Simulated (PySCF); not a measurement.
C₄H₉BO₂S.
Numbering: `[CH3:1][O:2][B:3]([O:4][CH3:5])[C:6]([CH3:7])=[S:8]` (hydrogens: H9, H10, H11 on C1; H12, H13, H14 on C5; H15, H16, H17 on C7)

Computed with PySCF at CAM-B3LYP/def2-SVPD, non-relativistic, on one gas-phase PBE0-D3(BJ)/def2-SVP geometry that isn't relaxed in the solvent. The solvent is an IEF-PCM continuum (Bondi radii, 1.10 Å for H, scaled by 1.2). The model holds no explicit solvent molecules, cavitation or dispersion.

Gas phase at CAM-B3LYP/def2-SVPD: HOMO -7.58 eV, LUMO -1.18 eV, dipole 2.36 D.

Question: What does the continuum do to the energy, the frontier levels and the dipole at CAM-B3LYP/def2-SVPD in methanol and acetonitrile?

Answer: 
| solvent | ε | E(solvent) − E(gas) (kcal/mol) | polarisation term (kcal/mol) | distortion of the solute (kcal/mol) | HOMO (eV) | LUMO (eV) | dipole (D) |
| --- | --- | --- | --- | --- | --- | --- | --- |
| methanol | 32.61 | -4.12 | -4.87 | 0.75 | -7.80 | -1.29 | 3.27 |
| acetonitrile | 35.69 | -4.14 | -4.90 | 0.76 | -7.80 | -1.29 | 3.28 |

The first energy column is the sum of the next two and covers electrostatics alone. From methanol to acetonitrile the lowering changes by a factor 1.00, Onsager's factor (ε − 1)/(2ε + 1) by 1.00 and ε itself by 1.1.

Question: Which radius a makes the point-dipole formula ΔE = −[(ε − 1)/(2ε + 1)]·μ²/a³ give the value in acetonitrile, with the gas-phase dipole?

Answer: μ = 0.927 au and |ΔE| = 0.00659 Eh give a = 2.10 Å; the farthest nucleus lies 3.46 Å from the centroid of the nuclei, so such a sphere wouldn't even hold the nuclei. The formula assumes a rigid point dipole at the centre of a sphere.

Question: How does the static polarisability (CAM-B3LYP/def2-SVPD, frozen core, with the continuum's full static response) change?

Answer: 
| medium | isotropic (au) | principal values (au) | ⟨r²⟩ of the electrons (bohr²) |
| --- | --- | --- | --- |
| gas | 92.0 | 73.8, 92.0, 110.0 | 1343.7 |
| methanol | 124.0 | 100.9, 120.1, 151.0 | 1343.3 |
| acetonitrile | 124.2 | 101.1, 120.3, 151.2 | 1343.3 |

The isotropic value in acetonitrile is 1.35 times the gas-phase one; no cavity-field correction is applied. ⟨r²⟩ is taken about the centre of nuclear charge.

Shape of the structure used: `[CH3:1][O:2][B:3]([O:4][CH3:5])[C:6]([CH3:7])=[S:8]`: C1–O2–B3–O4 180°, O2–B3–O4–C5 -3°, O2–B3–C6–C7 -137°.
